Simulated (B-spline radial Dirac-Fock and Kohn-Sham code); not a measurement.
## Ce: N5-O23O23 lines in intermediate coupling

System: the free cerium atom in the configuration [Xe] 4f3 5d1 (not the ground configuration).

Calculated with a radial finite-basis atomic code, using relaxed Dirac-Fock hole states (ΔSCF) with Breit and QED corrections and a finite nucleus. The two-hole levels come from diagonalising the Coulomb interaction among the jj configurations; intensities are independent-particle Coulomb rates. Kinetic energies are from the vacuum level. Correlation and solid-state effects are left out. Open outer shells are spectators and are not coupled to the holes.

```csv
kinetic energy (eV),J,leading jj holes (weight),leading LS term (weight),intensity (%)
50.01,0,O2O2 (0.82),¹S0 (0.76),14.2
53.52,2,O2O3 (0.94),¹D2 (0.87),62.7
54.91,1,O2O3 (1.00),³P1 (1.00),2.9
55.43,0,O3O3 (0.82),³P0 (0.76),5.2
56.98,2,O3O3 (0.94),³P2 (0.87),14.9
```

The strongest line, by its leading LS label ¹D2, lies at 53.52 eV. The mean weight of the leading component is 0.90 in jj and 0.85 in LS coupling, so jj labels describe these levels better.
